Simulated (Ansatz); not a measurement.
Consider the cleavage of the Si–Si bond: `C[SiH](O)[Si](O)(O)O` + `O[SiH](O)F` → `C[Si@H](O)O[Si@@H](O)F` + `O[SiH](O)O`.

Isolated molecules relaxed with PBE0-D4/def2-TZVP in Ansatz; ΔE leaves out vibrations. CCSD(T)/CBS is the MP2 limit (def2-TZVPP, def2-QZVPP) plus CCSD(T) − MP2 in def2-TZVPP, frozen cores. This one scheme is used for every species. Functionals use def2-TZVPP. Each species was taken in one conformer, which may not be the lowest.

Problem. Is it downhill or uphill in electronic energy at CCSD(T)/CBS, and by how much? (Best estimate.)

Solution. The calculation gave: Downhill: ΔE = -158.8 kJ/mol.

Problem. What do these levels give: r2SCAN-D4, PBE0-D4, ωB97M-V, B2PLYP, HF/def2-QZVPP, HF/CBS(def2)? (An estimate is asked.)

Solution. Ansatz gave: r2SCAN-D4 -152.8, PBE0-D4 -140.0, ωB97M-V -160.4, B2PLYP -160.1, HF/def2-QZVPP -184.6, HF/CBS(def2) -185.0 kJ/mol.

Largest T1 diagnostic among the species: 0.012.

From PBE to PBE0 (25 % exact exchange), in def2-TZVPP and without D4, ΔE moves by −11.8 kJ/mol. In def2-TZVPP, CCSD(T) changes the Hartree–Fock value by +22.4 kJ/mol (the triples alone add +3.3 kJ/mol) and MP2 by +17.0 kJ/mol.
